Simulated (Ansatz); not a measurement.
Stepwise reaction of `[NH2][Ti]([F])([F])[Cl]` with water, as a gas-phase model of exchange steps in deposition or etching. ΔE in kJ/mol; ΔG adds harmonic PBE0-D4 terms to CCSD(T)/CBS, at 1 bar.

Calculated with Ansatz (gas phase, PBE0-D4/def2-TZVP geometries, no zero-point term in ΔE). CCSD(T)/CBS is the MP2 limit (def2-TZVPP, def2-QZVPP) plus CCSD(T) − MP2 in def2-TZVPP, frozen cores. This one scheme is used for every species. DFT in def2-TZVPP. B3LYP here is the variant with VWN-RPA as its local correlation; programs differ in this. For Ti outer-core shells are correlated without core-valence functions, which leaves a few kJ/mol of doubt a bond. Scalar relativity is left out up to krypton. Each species was taken in one conformer, which may not be the lowest.

| step | reaction | PBE-D4 | B3LYP-D4 | ωB97M-V | CCSD(T)/CBS | ΔG(400 K) |
| --- | --- | --- | --- | --- | --- | --- |
| 1 | `[NH2][Ti]([F])([F])[Cl]` + H₂O → `[NH2][Ti]([OH])([F])[Cl]` + H–F | 46.4 | 43.4 | 44.5 | 36.9 | 31.7 |
| 2 | `[NH2][Ti]([OH])([F])[Cl]` + H₂O → `[NH2][Ti]([OH])([OH])[Cl]` + H–F | 49.7 | 48.5 | 49.7 | 41.4 | 44.4 |

Task: By hand: ΔE of the 2 steps together at CCSD(T)/CBS.

Result: (36.9) + (41.4) = 78.3 kJ/mol, or 39.1 kJ/mol a step.

In ΔE the steps differ by no more than 4.5 kJ/mol. All are uphill at CCSD(T)/CBS. ΔG lies between 31.7 and 44.4 kJ/mol a step. PBE-D4 differs from CCSD(T)/CBS by 8.3 to 9.5 kJ/mol a step. Only this route is followed, and other bonds may react first. Isolated molecules leave out the surface, adducts and barriers. Largest T1 diagnostic: 0.024.
